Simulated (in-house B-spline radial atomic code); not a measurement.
Radial electron density of Cu, [Ar] 3d10 4s1. Method: non-relativistic r2SCAN0, spin-polarised, spherical fractional occupations, exact exchange averaged over the configuration, point nucleus. Calculated with a radial B-spline atomic code at the basis-set limit.

Columns: r (bohr), 4πr²n(r) (electrons per bohr), bar.

```
 0.00236    1.015 #
  0.0029    1.485 ##
 0.00356    2.155 ##
 0.00437    3.098 ###
 0.00536      4.4 #####
 0.00658    6.179 #######
 0.00808    8.543 #########
 0.00992    11.58 #############
  0.0122    15.35 #################
  0.0149     19.6 ######################
  0.0184    24.46 ###########################
  0.0225    28.95 ################################
  0.0277    32.72 ####################################
   0.034    34.79 ######################################
  0.0417    34.67 ######################################
  0.0512    32.55 ####################################
  0.0628     29.6 #################################
  0.0771    27.82 ###############################
  0.0947    29.05 ################################
   0.116    33.35 #####################################
   0.143    38.39 ##########################################
   0.175    39.85 ############################################
   0.215    35.38 #######################################
   0.264    26.77 ##############################
   0.324    19.47 #####################
   0.398    17.73 ####################
   0.488     20.5 #######################
     0.6    22.68 #########################
   0.736    20.59 #######################
   0.904    15.11 #################
    1.11    9.278 ##########
    1.36    5.113 ######
    1.67    2.729 ###
    2.05     1.53 ##
    2.52   0.9019 #
    3.09   0.5301 #
     3.8   0.2794 
    4.66   0.1229 
    5.72  0.04111 
    7.02 0.009735 
    8.62 0.001506 
    10.6 0.0001395
```

On this grid the curve has 3 maxima, near 0.034, 0.175, 0.6 bohr.

The 3d up radial function P(r) = rR(r), positive near the nucleus:

| r (bohr) | P |
| --- | --- |
| 0.0184 | 0.001289 |
| 0.0277 | 0.004036 |
| 0.0417 | 0.01213 |
| 0.0628 | 0.03444 |
| 0.0947 | 0.0905 |
| 0.143 | 0.2128 |
| 0.215 | 0.4273 |
| 0.324 | 0.711 |
| 0.488 | 0.9386 |
| 0.736 | 0.9481 |
| 1.11 | 0.7375 |
| 1.67 | 0.4622 |
| 2.52 | 0.235 |
| 3.8 | 0.09249 |
| 5.72 | 0.02375 |
| 8.62 | 0.003084 |
